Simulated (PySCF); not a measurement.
# Electronic structure of Cd²⁺ (cadmium, charge +2) at the UHF level

Configuration: [Kr] 4d9 5p1, one real determinant (an excited configuration). All numbers are calculated (PySCF 2.14, scalar relativity by spin-free X2C-1e, in x2c-QZVPPall (13s8p7d4f2g, 118 functions)).

```
Total energy                                                  : -5589.948383 hartree
One-electron energy                                           : -7662.8697 hartree
Hartree (Coulomb) energy                                      : 2225.6924 hartree
Exchange energy                                               : -152.7711 hartree
⟨S²⟩                                                          : 2.0019
⟨L²⟩                                                          : 8.030
Sum of ⟨r⟩                                                    : 28.47 bohr
Sum of ⟨r²⟩                                                   : 35.92 bohr²
Traceless quadrupole moment −½Σ⟨3z² − r²⟩ along its main axis : -3.67 e·bohr²
Langevin diamagnetic susceptibility                           : -28.5 ×10⁻⁶ cm³/mol
```

| shell | electrons | mean orbital energy (hartree) | spread (hartree) | rms radius, mean of both spins (bohr) |
| --- | --- | --- | --- | --- |
| 1s α | 1 | -987.55255 | 0 | 0.0348 |
| 1s β | 1 | -987.55107 | 0 | 0.0348 |
| 2s α | 1 | -150.69659 | 0 | 0.142 |
| 2s β | 1 | -150.68063 | 0 | 0.142 |
| 2p α | 3 | -135.13049 | 0.01744 | 0.127 |
| 2p β | 3 | -135.11386 | 0.00419 | 0.127 |
| 3s α | 1 | -30.27527 | 0 | 0.381 |
| 3s β | 1 | -30.26599 | 0 | 0.381 |
| 3p α | 3 | -25.03181 | 0.03097 | 0.383 |
| 3p β | 3 | -25.02021 | 0.01531 | 0.383 |
| 3d α | 5 | -16.81714 | 0.03283 | 0.363 |
| 3d β | 5 | -16.79569 | 0.05219 | 0.363 |
| 4s α | 1 | -5.71904 | 0 | 0.938 |
| 4s β | 1 | -5.63429 | 0 | 0.938 |
| 4p α | 3 | -4.09334 | 0.06849 | 1.02 |
| 4p β | 3 | -3.98927 | 0.07076 | 1.02 |
| 4d α | 5 | -1.65680 | 0.07108 | 1.30 |
| 4d β | 4 | -1.61062 | 0.03121 | 1.30 |
| 5p α | 1 | -0.72413 | 0 | 3.16 |

⟨L²⟩ = 8.03 against 12 for a pure F term, so this real determinant mixes terms.

Densities and radii are taken from the X2C orbitals without a picture-change correction, which distorts them close to the nucleus.

Spin-orbit constants ζ (cm⁻¹) from the X2C one-electron operator on these orbitals: bare nucleus, nucleus screened by l(l+1)(2l+1)/3 electrons, and screened by the Breit-Pauli mean field of the electrons.

```csv
shell,bare,screened nucleus,mean field
2p,1034000,990900,n/a
3p,187200,179400,n/a
3d,27800,22010,n/a
4p,30300,29040,n/a
4d,2997,2373,n/a
5p,2356,2258,n/a
```

To first order the Landé constant is A = -414.5 cm⁻¹, so the lowest level has J = 4 and lies 0.154 eV below the centre of the term. This holds in LS coupling only.
